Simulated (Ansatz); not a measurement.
A nudged elastic band was laid between two geometries of ClF2H3NOTa + ClH (11 atoms, charge 0, multiplicity 1).

These are results of RKS B3LYP/def2-SVP (Ansatz), not measurements.

```
movable images  : 2
climbing image  : no
spring          : 5.0 eV/Å²
optimiser       : quadratic models (default)
start path      : through a guess of the saddle point
force threshold : 0.05 eV/Å
iteration limit : 60
end points      : relaxed
```

Image 0:

```xyz
11
Properties=species:S:1:pos:R:3
Ta -0.001 -0.336 0.065
N 1.962 0.036 -0.254
H 2.610 0.041 0.535
H 2.448 -0.216 -1.113
F 0.555 -0.168 1.874
Cl -0.033 -1.012 -2.199
O -0.990 1.242 -0.075
H -0.662 2.143 -0.267
F -0.997 -1.862 0.561
Cl 1.450 3.261 -0.684
H 1.836 2.003 -0.541
```

Image 3:

```xyz
11
Properties=species:S:1:pos:R:3
Ta 0.114 0.643 -0.119
N 2.356 -0.081 -0.250
H 2.643 -0.495 0.641
H 2.495 -0.779 -0.984
F 0.696 0.915 1.674
Cl 0.097 0.000 -2.414
O -1.656 1.176 0.046
H -2.562 1.493 0.085
F -0.067 -1.196 0.339
Cl 1.076 2.755 -0.672
H 2.986 0.701 -0.445
```

Q: What changes between the two ends?

A: Bonds broken: Cl10–H11. Bonds formed: Ta1–Cl10, N2–H11. ClF2H3NOTa + ClH becomes Cl2F2H4NOTa.

Q: Give the energies along the band, and the barrier.

A: The forces met the threshold. The highest image is number 1 of 0 to 3, 0.171 eV above the first end and 1.620 eV above the last; the last end lies 1.448 eV below the first. No image climbed, so the highest image needn't sit at the top of the path. So few images can step over the top or miss a turn of the path. The orbitals stay closed-shell, which can raise the energy where a bond breaks towards radicals; this wasn't checked here.

```json
{"image": "0", "path coordinate (Å)": "0.00", "energy (eV)": "0.000", "Cl10–H11 (Å)": "1.32", "Ta1–Cl10 (Å)": "3.95", "N2–H11 (Å)": "1.99"}
{"image": "1", "path coordinate (Å)": "2.04", "energy (eV)": "0.171", "Cl10–H11 (Å)": "1.31", "Ta1–Cl10 (Å)": "4.51", "N2–H11 (Å)": "2.03"}
{"image": "2", "path coordinate (Å)": "4.08", "energy (eV)": "-0.481", "Cl10–H11 (Å)": "1.92", "Ta1–Cl10 (Å)": "2.83", "N2–H11 (Å)": "1.07"}
{"image": "3", "path coordinate (Å)": "6.12", "energy (eV)": "-1.448", "Cl10–H11 (Å)": "2.81", "Ta1–Cl10 (Å)": "2.39", "N2–H11 (Å)": "1.02"}
```

Q: What is the geometry of the highest image?

A: 
```xyz
11
Properties=species:S:1:pos:R:3
Ta -0.051 -0.296 0.130
N 1.897 0.104 -0.145
H 2.529 0.140 0.656
H 2.406 -0.106 -1.002
F 0.467 -0.221 1.958
Cl -0.150 -0.540 -2.215
O -1.285 1.100 0.276
H -1.563 2.012 0.410
F -0.720 -2.034 0.395
Cl 2.439 3.009 -1.657
H 2.208 1.965 -0.903
```

The band took 19 iterations and of the order of 5 core-minutes.

Time of the run: 80 s on 4 threads of Intel(R) Xeon(R) 6975P-C (Granite Rapids), on a shared host, peak memory 0.49 GiB.
